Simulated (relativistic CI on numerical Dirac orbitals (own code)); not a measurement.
**Mn6+ in a cubic cluster: 3s photoemission with charge transfer**

Computed with a charge-transfer multiplet model of a cubic metal-ligand cluster with up to 2 ligand holes, Slater and spin-orbit integrals from Dirac-Coulomb-Breit ions, Slater integrals scaled by 0.7. The ground state mixes d1 with configurations of k ligand holes L, whose averages lie at kΔ + k(k − 1)U_dd/2; a core hole lowers each added d electron by U_cd. 20 K, Lorentzian 1.4 eV and Gaussian 0.8 eV FWHM.

Atomic integrals in eV (Slater integrals scaled, ζ unscaled), ground: F2dd 9.285, F4dd 5.869, zeta_d 0.064; with the core hole: F2dd 9.285, F4dd 5.869, zeta_d 0.072, G2cd 9.600. Where a configuration has fewer than two d electrons, the dd integrals are those of d2.

Cluster parameters (eV): Δ = 0.3, U_dd = 7, U_cd = 9, 10Dq = 1.6, 10Dq(ligand) = 0.2, final-state hopping factor = 0.8.

Weights, n_d and S are thermal averages at 20 K. Binding energies count from the first peak over 30 % of the highest in each spectrum, which can be another peak from case to case. The parameters are a model scan and need not match a compound or its usual spin state. Peaks in eV (height, largest 100): 0.0 (100), 3.9 (61), 5.0 (60), 6.4 (57), 13.9 (27), 18.2 (19), 21.9 (8).

(1) Which parameters give this spectrum?
A. V(eg) = 2.95 eV, V(t2g) = -1.26 eV
B. V(eg) = 3.85 eV, V(t2g) = -1.64 eV
C. V(eg) = 2.05 eV, V(t2g) = -0.88 eV
D. V(eg) = 2.35 eV, V(t2g) = -1 eV
E. V(eg) = 3.55 eV, V(t2g) = -1.52 eV

Results:

(1) C. V(eg) = 2.05 eV, V(t2g) = -0.88 eV; the ground state then has 1.78 d electrons and S = 0.50. The choice follows from running the model for each set and comparing peak positions and heights. Without intra-shell correlation the exchange splitting of the 3s hole comes out too large. The space is cut while the next configuration still counts.
